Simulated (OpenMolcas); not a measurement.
**Lines of Xe2+: computed and rescaled rates**

- Program: OpenMolcas
- Method: SS-CASPT2, IPEA 0.25 Eh, imaginary shift 0.1 Eh (closed shells correlated: 4d 5s)
- Basis: ANO-R3 [8s7p5d4f3g2h]
- Scalar Hamiltonian: X2C, finite nucleus
- Active space: 4 electrons in 3 orbitals (5p)
- State averaging: 2S+1 = 3 even, 3 roots; 2S+1 = 1 even, 6 roots
- Spin-orbit coupling: state interaction with AMFI integrals over the reference wave functions, term energies averaged over their components

Rates come from the transition moments of the reference wave functions (E1 and E2 in the length form). At fixed line strength A goes as λ^-3 for E1 and M1 and as λ^-5 for E2, so a rate at the computed wavelength can be rescaled to the measured one. Measured vacuum wavelengths follow from level energies in Saloman, J. Phys. Chem. Ref. Data 33, 765 (2004). Branching counts decays inside the model space alone, at computed energies, and the table is only a selection of the E2 and M1 lines, drawn from those between levels with measured partners whose computed energy lies within a factor of 1.5 of the measured one.

```csv
Upper,Lower,Type,λ computed (nm),λ measured (nm),A computed (s-1),A rescaled (s-1),Branching %
5s² 5p⁴ ¹S₀,5s² 5p⁴ ³P₁,M1,384.5,380.1,1.61e+02,,93.7
5s² 5p⁴ ¹D₂,5s² 5p⁴ ³P₂,M1,607.7,584.8,1.71e+01,,94.3
5s² 5p⁴ ³P₁,5s² 5p⁴ ³P₂,M1,1127,1021,1.41e+01,1.90e+01,99.6
5s² 5p⁴ ¹S₀,5s² 5p⁴ ¹D₂,E2,542.8,526.2,8.30e+00,9.69e+00,4.8
5s² 5p⁴ ¹S₀,5s² 5p⁴ ³P₂,E2,286.7,277,2.53e+00,,1.5
5s² 5p⁴ ¹D₂,5s² 5p⁴ ³P₁,M1,1319,1369,6.24e-01,,3.4
5s² 5p⁴ ¹D₂,5s² 5p⁴ ³P₂,E2,607.7,584.8,4.05e-01,,2.2
5s² 5p⁴ ³P₀,5s² 5p⁴ ³P₂,E2,1269,1230,4.33e-02,5.06e-02,100.0
```

Spin-changing lines and M1 lines between different terms are not rescaled, since their strength hangs on the term gaps too.

The largest correction is for 5s² 5p⁴ ³P₁ → 5s² 5p⁴ ³P₂ (M1): 1.41e+01 × (1127 / 1021)^3 = 1.90e+01 s-1, a factor of 1.34.

The computed rate and branching of 5s² 5p⁴ ³P₀ → 5s² 5p⁴ ³P₂ give the upper level a radiative lifetime of 1.000 / 4.33e-02 s-1 = 2.31e+01 s, counting decays inside the model space alone. The rescaled rate gives about 2.0e+01 s.

No measured rate stands beside these. Rescaling mends the energy factor alone: line strengths can still be far off where a level mixes with configurations outside the active space, and weak or spin-changing lines hang on small mixing coefficients that depend on the term gaps too, so rescaling need not improve them.

CASPT2 does not keep the components of a term degenerate, so their means are used; among the terms shown or strongly mixed into the levels shown the widest spread is 180 cm-1 (5s² 5p⁴ ¹D). With the s shell closed, the reference lacks s² → p² mixing. Measured partners are found by configuration, term and J. A level has none where our copy of the source lacks it or the pairing is in doubt (some pairs that miss far off the trend of their configuration count as doubtful). Only configurations of the active space appear.
